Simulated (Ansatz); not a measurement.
Geometry optimisation, RKS PBE0/STO-3G (Ansatz 0.2.0).

The input (input.yaml):

```yaml
crystal:
  periodic: [false, false, false]
  atoms:
    - { symbol: Li, position_ang: [-2.1467, 0.72455, -0.31356] }
    - { symbol: C, position_ang: [-0.22664, 0.59427, -0.15724] }
    - { symbol: C, position_ang: [0.10362, 0.10975, 1.26096] }
    - { symbol: C, position_ang: [0.21899, -0.49428, -1.14294] }
    - { symbol: H, position_ang: [0.44653, 1.44796, -0.33873] }
    - { symbol: H, position_ang: [-0.10204, 0.88674, 1.99885] }
    - { symbol: H, position_ang: [1.16417, -0.16146, 1.35021] }
    - { symbol: H, position_ang: [-0.47836, -0.7775, 1.52648] }
    - { symbol: H, position_ang: [0.09744, -0.16311, -2.17584] }
    - { symbol: H, position_ang: [-0.35438, -1.41636, -1.00897] }
    - { symbol: H, position_ang: [1.27737, -0.75057, -0.99921] }
basis:
  gaussian: { orbitals: STO-3G }
hamiltonian:
  xc: pbe0
relax:
  f_tol: 0.02
  max_steps: 40
scf:
  lower_state_search: "off"
output:
  orbitals: {}
```

Run as:

```bash
$ ansatz run input.yaml --threads 1 --pin off --max-ram 2048MiB --backend cpu --events-out ev --progress --plain --runs-dir out
```

Q: Where does it end, and by what steps?

A: It converged. Limits of this set-up: minimal basis. After 5 steps the energy has fallen by 0.120 eV; Li1 moved furthest, 0.30 Å.

```csv
step,energy less start (eV),largest force component (eV/Å),accepted
0,0.0000,0.751,yes
1,-0.0918,0.246,yes
2,-0.1138,0.259,yes
3,-0.1193,0.057,yes
4,-0.1199,0.022,yes
5,-0.1199,0.005,yes
```

```xyz
11
Properties=species:S:1:pos:R:3
Li -2.238 1.006 -0.367
C -0.260 0.529 -0.147
C 0.115 0.084 1.292
C 0.239 -0.535 -1.161
H 0.334 1.436 -0.346
H -0.121 0.860 2.032
H 1.199 -0.120 1.360
H -0.407 -0.833 1.591
H 0.093 -0.208 -2.198
H -0.274 -1.497 -1.037
H 1.320 -0.721 -1.020
```

The run took 8.3 s on 1 thread of Arm Neoverse V1, on a shared host, peak memory 0.096 GiB.
